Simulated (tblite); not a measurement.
Compound: C₄H₃ClF₅ (doublet state).
Cartesian coordinates in Å at the GFN2-xTB level; atoms count from 1:
```xyz
13
C4H3ClF5 angstrom
C      1.3758   -1.0425   -0.1492
C      0.9145    0.1901    0.4093
Cl     2.2500    1.5125    0.0771
C     -0.3517    0.7536   -0.2304
F     -0.6564    1.9745    0.2593
F     -0.2314    0.8902   -1.5672
C     -1.5736   -0.1738    0.0454
F     -2.7127    0.3662   -0.3663
F     -1.4340   -1.3501   -0.5672
F     -1.6875   -0.4193    1.3542
H      2.0453   -1.6623    0.4143
H      1.2292   -1.2523   -1.1923
H      0.8282    0.2137    1.4955
```

Calculated harmonic vibrations of the isolated species, GFN2-xTB (tblite), most abundant isotopes, no scaling. Against measured fundamentals such values can be off by several per cent, at times by over 20. One conformer, not necessarily the lowest. Open shells enter through the occupations alone, without spin polarisation, and single modes of such species can be off by tens of per cent.

Harmonic wavenumbers (cm⁻¹): 34.8, 57.8, 112.9, 177.1, 184.6, 219.5, 255.5, 267.3, 317.4, 337.2, 363.0, 440.6, 459.5, 489.7, 534.3, 569.4, 636.9, 689.9, 732.6, 942.2, 989.5, 1070.5, 1091.4, 1105.9, 1119.7, 1152.9, 1176.4, 1188.4, 1288.4, 1389.7, 2983.1, 3134.8, 3185.9.

A = 1962, B = 812.8, C = 738.0 MHz; mass 180.984 u (most abundant isotopes); point group C1, symmetry number 1; spin multiplicity 2.

Question: Zero-point energy?

Answer: Half the sum of the wavenumbers: 14349 cm⁻¹ = 171.66 kJ/mol.

Question: What is S at 400 K and 1 bar for an ideal gas of classical rigid rotors and harmonic oscillators?

Answer: Translation 179.80, rotation 129.15, vibration 176.16, spin (R ln 2) 5.76: S = 490.9 J/(mol K).

Question: And Cp and H(400 K) − H(0)?

Answer: Cp = 193.88 J/(mol K), of which vibrations give 160.62 (their classical limit is 33 R = 274.4); H(400 K) − H(0) = 49.07 kJ/mol without the zero-point energy, 35.77 from vibrations.

Question: How do the functions run with temperature in this model?

Answer: 
```csv
T (K),S (J/(mol K)),Cp (J/(mol K)),H − H(0) (kJ/mol),G − H(0) (kJ/mol),ln q(vib)
100,307.6,81.9,5.57,-25.19,2.00
200,379.7,129.2,16.24,-59.70,4.82
300,439.2,165.5,31.04,-100.72,7.68
500,536.5,215.2,69.58,-198.70,13.05
800,646.9,252.4,140.46,-377.07,20.07
1000,704.8,266.0,192.39,-512.41,24.11
```

q(vib) and H(0) count from the zero-point level.

Question: Which modes carry the vibrational entropy at 400 K?

Answer: 34.8 cm⁻¹: 25.60; 57.8 cm⁻¹: 21.39; 112.9 cm⁻¹: 15.86; 177.1 cm⁻¹: 12.20; 184.6 cm⁻¹: 11.87; 219.5 cm⁻¹: 10.49 J/(mol K); the other 27 give 78.75 together.

Hindered rotation and anharmonicity are outside this model. Other conformers, if any are populated, would add a mixing term that is left out. The structure is chiral; the term R ln 2 for an equal mix with its mirror image is left out.
